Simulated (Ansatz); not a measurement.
Stepwise reaction of `N#[C][Ga]([Cl])[Cl]` with hydrogen, as a gas-phase model of exchange steps in deposition or etching. ΔE in kJ/mol; ΔG adds harmonic PBE0-D4 terms to CCSD(T)/CBS, at 1 bar.

Gas-phase electronic energies from Ansatz, PBE0-D4/def2-TZVP geometries. CBS: MP2 limit from def2 TZ/QZ plus the TZ coupled-cluster correction, frozen cores. This one scheme is used for every species. DFT in def2-TZVPP. B3LYP here is the variant with VWN-RPA as its local correlation; programs differ in this. For Ga outer-core shells are correlated without core-valence functions, which leaves a few kJ/mol of doubt a bond. Scalar relativity is left out up to krypton.

```
step                                     reaction  PBE-D4  B3LYP-D4  ωB97M-V  CCSD(T)/CBS  ΔG(500 K)
   2  `N#[C][GaH][Cl]` + H₂ → `N#[C][GaH2]` + HCl    98.6      99.3     97.1         99.4       94.8
```

Task: Give the row of step 1, `N#[C][Ga]([Cl])[Cl]` + H₂ → `N#[C][GaH][Cl]` + HCl. (Best estimate.)

Result: Ansatz gave: 
| step | reaction | PBE-D4 | B3LYP-D4 | ωB97M-V | CCSD(T)/CBS | ΔG(500 K) |
| --- | --- | --- | --- | --- | --- | --- |
| 1 | `N#[C][Ga]([Cl])[Cl]` + H₂ → `N#[C][GaH][Cl]` + HCl | 84.0 | 85.0 | 83.0 | 85.2 | 74.8 |

Task: By hand: ΔE of the 2 steps together at CCSD(T)/CBS.

Result: (85.2) + (99.4) = 184.6 kJ/mol, or 92.3 kJ/mol a step.

In ΔE each step is higher than the one before. All are uphill at CCSD(T)/CBS. ΔG lies between 74.8 and 94.8 kJ/mol a step. PBE-D4 differs from CCSD(T)/CBS by -1.2 to -0.8 kJ/mol a step. Isolated molecules leave out the surface, adducts and barriers. Largest T1 diagnostic: 0.014.
